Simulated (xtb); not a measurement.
xtb input:

```bash
xtb mol.xyz --gfn 2 --sp --chrg 0 --uhf 0
```
mol.xyz:
```
5

Cl    -0.10027180     2.02917779    -0.08542590
Ge     0.00097550    -0.04879162     0.43339453
Cl    -1.68891832    -1.04833853    -0.42831736
Cl     1.78709573    -0.87608431    -0.41674893
H      0.00438857    -0.21950228     1.94974221
```

### Question
Which total energy does the run end on?

### Answer
-16.23331 Eh (GFN2-xTB).
